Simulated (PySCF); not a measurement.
Compound: C6H4F2S.
Numbering: `[CH3:1][S:2][C:3]([F:4])=[C:5]=[C:6]=[C:7]=[CH:8][F:9]` (hydrogens: H10, H11, H12 on C1; H13 on C8)

Computed with PBE0-D3(BJ)/def2-SVP geometry optimisation, gas phase (PySCF).

Give the optimised bond lengths and angles.

| bond | length (Å) | order |
| --- | --- | --- |
| C1–S2 | 1.800 | single |
| S2–C3 | 1.747 | single |
| C3–F4 | 1.330 | single |
| C3=C5 | 1.322 | double |
| C5=C6 | 1.278 | double |
| C6=C7 | 1.283 | double |
| C7=C8 | 1.315 | double |
| C8–F9 | 1.330 | single |
| C1–H10, C1–H11, C1–H12 | 1.099 | single |
| C8–H13 | 1.096 | single |

Bonds in one row agree within 0.01 Å and their mean is given. Orders are formal, as drawn. A selection of angles:
| angle | degrees |
| --- | --- |
| C1–S2–C3 | 100.2 |
| S2–C3–F4 | 110.4 |
| S2–C3–C5 | 127.3 |
| F4–C3–C5 | 122.3 |
| C3–C5–C6 | 176.1 |
| C5–C6–C7 | 179.7 |
| C6–C7–C8 | 176.7 |
| C7–C8–F9 | 123.4 |

Dihedral angles: C1–S2–C3–F4 -179° (antiperiplanar). The mirror-image conformer, all signs reversed, is as good.

The 2 C–S bonds span 1.747 Å (S2–C3, drawn single) to 1.800 Å (C1–S2, drawn single), a spread of 0.053 Å. Of the pairs four or more bonds apart, C5···H10 is among the closest relative to their van der Waals radii: 2.87 Å, 99 % of the sum of Bondi's values. The C–C distances run from 1.278 Å (C5=C6, drawn double) to 1.322 Å (C3=C5, drawn double), a spread of 0.044 Å.

Point group: C1 (no symmetry element, even within 0.4 Å). Stationary, but not proved a minimum. The numbers are those of one conformer.
